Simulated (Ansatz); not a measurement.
**C2H6BeFSi: where a starting geometry ends**

The starting geometry of this gas-phase doublet was optimised with GFN2-xTB; its bonds are those of `CC[SiH][Be][F]`.

```xyz
11

C    -0.6989   -0.4295   -1.5396
C     0.2323   -0.9923   -2.6048
Be    2.4891    0.6651   -0.6123
F     2.7357    1.3614    0.5666
Si    2.0265   -0.3636   -2.3738
H    -0.7398    0.6575   -1.5990
H    -1.7126   -0.8111   -1.6572
H    -0.3526   -0.6972   -0.5413
H     0.2024   -2.0834   -2.5578
H    -0.1517   -0.7200   -3.5899
H     2.7133   -0.8433   -3.5803
```

Task: Predict what it relaxes into with PBE0-D3(BJ)/def2-SVP.

Result: It keeps its bonds, and is `CC[SiH][Be][F]`.

The energy falls by 0.15 eV over 16 steps:

| step | E − E(last) (eV) |
| --- | --- |
| 1 | 0.146 |
| 3 | 0.015 |
| 4 | 0.010 |
| 6 | 0.006 |
| 8 | 0.004 |
| 9 | 0.002 |
| 11 | 0.000 |
| 13 | 0.000 |
| 14 | 0.000 |
| 16 | 0.000 |

Final geometry (Å):

```
atom    x (Å)    y (Å)    z (Å)
   C  -0.8196  -0.4325  -1.5750
   C   0.1963  -0.9690  -2.5769
  Be   2.6257   0.6084  -0.6180
   F   3.0707   1.2132   0.5599
  Si   1.9073  -0.1582  -2.4572
   H  -0.9914   0.6473  -1.7093
   H  -1.7941  -0.9353  -1.6766
   H  -0.4832  -0.5832  -0.5359
   H   0.3352  -2.0572  -2.4468
   H  -0.1676  -0.8382  -3.6106
   H   2.8645  -0.7517  -3.4430
```

Frequencies at the end are all real (lowest 53 cm⁻¹). Open shells are spin-unrestricted. Run with Ansatz 0.2.0, 66 s on 2 threads of Arm Neoverse V1 (shared host).
